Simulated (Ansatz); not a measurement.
Ga₇⁻, relaxed as a singlet with RKS PBE0-D4/def2-SVPD in Ansatz, starting from packed atoms. Force threshold 0.02 eV/Å.

Another isomer (singlet) lies 1.43 eV lower at PBE0-D4/def2-SVP; other spin states weren't run for this one.

Start:

```
atom    x (Å)    y (Å)    z (Å)
 Ga1   1.8533  -1.4197  -2.7732
 Ga2  -2.4493   0.0696  -0.4859
 Ga3   0.6965   0.9373   2.4508
 Ga4  -0.2772   0.3008   0.4889
 Ga5  -1.7969   1.2031   2.2992
 Ga6  -0.2155  -0.6112  -1.8068
 Ga7   2.1890  -0.4799  -0.1729
```

Q: Estimate the energy that the relaxation releases and the steps that it takes.

A: 146.1 kJ/mol, in 18 steps; 6.2 min on 4 threads of AMD EPYC 7R43 on a shared host. The force fell under the threshold at step 13, but the optimiser went on and released 0.005 eV more. No frequencies were taken in this run, so the end may be a saddle point.

Q: Does the start keep its bonding?

A: By distances, no bond broke or formed, bridged metal pairs apart. The bond that changes most is Ga2–Ga5, from 3.08 to 2.48 Å (atoms count from 1). Metal–metal contacts that move far: Ga2–Ga5 3.08 to 2.48 Å.

Q: Predict the relaxed structure.

A: 
| atom | x (Å) | y (Å) | z (Å) |
| --- | --- | --- | --- |
| Ga1 | 1.630 | -1.148 | -3.062 |
| Ga2 | -2.067 | 0.190 | -0.361 |
| Ga3 | 0.242 | 0.874 | 3.086 |
| Ga4 | 0.395 | 0.649 | 0.513 |
| Ga5 | -1.961 | 1.376 | 1.814 |
| Ga6 | -0.387 | -1.256 | -1.395 |
| Ga7 | 2.149 | -0.685 | -0.596 |
Bond lengths (bridged metal pairs left out): 11 × Ga–Ga 2.45 to 2.81 Å.
